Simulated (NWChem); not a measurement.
# WHSO2Br; SMILES [O]=[W]([OH])(=[S])[Br]

```xyz
6

W     -0.1859     0.4115     0.0416
O     -0.7862     0.8231     1.5694
S      1.6940     1.3984    -0.1603
Br     0.1629    -1.9807    -0.0415
O     -1.3540     1.0163    -1.2757
H     -1.9247     1.7807    -1.4073
```
Atoms are numbered in this order, from 1.

Program: NWChem. All runs use the structure optimised with PBE0/def2-SVP. No frequency run checked for a minimum. def2 effective core potentials on W; no spin-orbit coupling. Total energies compare along this basis series because the functional is fixed.

```json
[
 {"level": "PBE0/def2-SVP", "basis functions": "115", "energy (Ha)": "-3189.5255", "highest occupied level (eV)": "-7.83", "orbital gap (eV)": "5.01", "dipole (D)": "2.97"},
 {"level": "PBE0/def2-SVPD", "basis functions": "157", "energy (Ha)": "-3189.5454", "highest occupied level (eV)": "___", "orbital gap (eV)": "4.91", "dipole (D)": "2.74"},
 {"level": "PBE0/def2-TZVP", "basis functions": "193", "energy (Ha)": "-3190.1795", "highest occupied level (eV)": "-7.81", "orbital gap (eV)": "4.96", "dipole (D)": "2.80"},
 {"level": "PBE0/def2-TZVPD", "basis functions": "235", "energy (Ha)": "-3190.1820", "highest occupied level (eV)": "-7.83", "orbital gap (eV)": "4.94", "dipole (D)": "2.74"},
 {"level": "PBE0/def2-TZVPP", "basis functions": "222", "energy (Ha)": "-3190.1864", "highest occupied level (eV)": "-7.80", "orbital gap (eV)": "4.97", "dipole (D)": "2.81"}
]
```

**Question.** Complete the blanks.

**Answer.** 
- PBE0/def2-SVPD, highest occupied level (eV): -7.93
